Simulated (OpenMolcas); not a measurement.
# Levels of S II by method

```yaml
Program: OpenMolcas 26.06
Basis: ANO-RCC-VTZP [5s4p2d1f]
Scalar_Hamiltonian: DKH2, point nucleus
Active_space: 5 electrons in 9 orbitals (RAS2 3s 3p; RAS3 3d, at most 2 electrons)
State_averaging: 2S+1 = 4 odd, 1 root; 2S+1 = 2 odd, 8 roots; 2S+1 = 4 even, 3 roots; 2S+1 = 2 even, 9 roots
Spin-orbit_coupling: RASSI with atomic mean-field integrals over the reference wave functions, term energies averaged over their components
```

Methods on the same reference wave functions:
A. RASSCF
B. SS-RASPT2, IPEA 0.25 Eh, imaginary shift 0.1 Eh (closed shells correlated: 2s 2p)
C. XMS-RASPT2, IPEA 0.25 Eh, imaginary shift 0.1 Eh (closed shells correlated: 2s 2p)

Energies in cm-1 above 3s2 3p3 4S* 3/2, the measured ground level; measured values from NIST Handbook of Basic Atomic Spectroscopic Data.

```json
{"Level": "3s2 3p3 4S* 3/2", "A": "0.0", "B": "0.0", "C": "0.0", "Measured": "0.0"}
{"Level": "3s2 3p3 2D* 3/2", "A": "18127", "B": "15550", "C": "15520", "Measured": "14853"}
{"Level": "3s2 3p3 2D* 5/2", "A": "18148", "B": "15570", "C": "15540", "Measured": "14885"}
{"Level": "3s2 3p3 2P* 1/2", "A": "28357", "B": "25660", "C": "25660", "Measured": "24525"}
{"Level": "3s2 3p3 2P* 3/2", "A": "28373", "B": "25680", "C": "25680", "Measured": "24572"}
{"Level": "3s 3p4 4P 5/2", "A": "79533", "B": "79340", "C": "79090", "Measured": "79395"}
{"Level": "3s 3p4 4P 3/2", "A": "79860", "B": "79670", "C": "79420", "Measured": "79757"}
{"Level": "3s 3p4 4P 1/2", "A": "80052", "B": "79860", "C": "79610", "Measured": "79963"}
{"Level": "3s 3p4 2D 3/2", "A": "102931", "B": "100250", "C": "100070", "Measured": "97891"}
{"Level": "3s 3p4 2D 5/2", "A": "102939", "B": "100260", "C": "100080", "Measured": "97919"}
```

Deviations, from unrounded energies. A percentage is the sum of absolute deviations over the sum of measured energies, with the sign that they share, or ± where signs differ.

```csv
Against measurement,Levels,A,B,C
mean absolute deviation (cm-1),9,2700,950,990
other terms of the ground configuration (%),4,+18.0,+4.6,+4.5
other configurations (%),5,+2.4,±1.1,±1.2
```

B, C lie about equally close to measurement and A furthest from it. The largest miss of B in the table is 3s 3p4 2D 3/2, by +2400 cm-1. The ranking rests on the paired levels alone, and a cruder setting can come out closer through cancelling errors.

Between B and C the level of the table that moves most is 3s 3p4 4P 3/2, by 240 cm-1 (lowest in C, highest in B). Moves below CASPT2's spread within the term are not significant.

The mean deviations of B to C differ by less than CASPT2's widest spread within a term (270 cm-1), so their order carries little weight.

From A to B the spin-free energies of the other terms of 3s2 3p3 shown, above 4S*, scale by factors of 0.86 to 0.90.

The lowest spin-free term lies below A's lowest term by 0.044 hartree in B, 0.044 hartree in C.

CASPT2 does not keep the components of a term degenerate, so their means are used; among the terms shown or strongly mixed into the levels shown the widest spread is 270 cm-1 (3s 3p4 2D, C). The run also gave levels led by 3s2 3p2 3d, which use shells meant for correlation; these and all levels above them are left out. Some terms mix strongly with configurations of 3d, whose occupation reaches 0.36 (3s 3p4 4P, 3s 3p4 2D). Without dynamic correlation excited terms often stand tens of per cent too high (terms of higher spin than the ground term too low), and those without a measured partner can miss by more than the paired ones (holds for A). Measured partners are found by configuration, term and J. A level has none where our copy of the source lacks it or the pairing is in doubt (some pairs that miss far off the trend of their configuration count as doubtful), and it then counts in no deviation. Only configurations of the active space appear. Levels that lie high or do not pair safely by name in every column are left out.

* marks odd parity.
